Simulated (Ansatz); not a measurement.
System: CH6BO2Si (charge 0, doublet). It need not be the lowest isomer of its formula. 
Coordinates optimised at B3LYP-D3(BJ)/def2-TZVP (Ansatz, a quantum-chemistry and plane-wave program):
SMILES: OB([O])[SiH2]C
```xyz
11

C      2.0955    -0.1827     0.4817
Si     0.6753     0.8588    -0.1649
B     -1.0803    -0.3674    -0.1090
O     -1.3971    -0.3240    -1.3438
O     -1.4581    -0.9046     1.0821
H      2.2852    -1.0310    -0.1772
H      3.0052     0.4218     0.5299
H      1.8769    -0.5613     1.4804
H      0.9351     1.3588    -1.5273
H      0.3651     2.0002     0.7348
H     -2.2526    -1.4504     1.0157
```
Charge 0, spin multiplicity 2.

Total electronic energies in hartree. Valence correlation only, unless marked. Open shells are spin-unrestricted. No spin-orbit coupling. Non-relativistic. CBS marks a two-point X^-3 extrapolation of the correlation energy; Hartree-Fock from the larger set.

```
level                                        program  energy (Eh)
------------------------------------  --------------  -----------
HF/STO-3G                                     Ansatz   -498.62659
revPBE/def2-TZVPD                             Ansatz   -506.52868
r2SCAN-D4/def2-TZVPD                  Ansatz + dftd4   -506.51667
r2SCANh/def2-TZVPD                            Ansatz   -506.50008
HSE06/def2-TZVPD                              Ansatz   -506.26629
LC-wPBE/def2-TZVPD                            Ansatz   -506.42337
wB97M-V/def2-TZVPD                            Ansatz   -506.54442
CCSD/cc-pV(T+d)Z                              Ansatz   -505.75244
CCSD(T)/CBS(cc-pV(T+d)Z,cc-pV(Q+d)Z)          Ansatz    -505.9087
```

Totals of different functionals don't rank their quality; only differences between species are comparable.
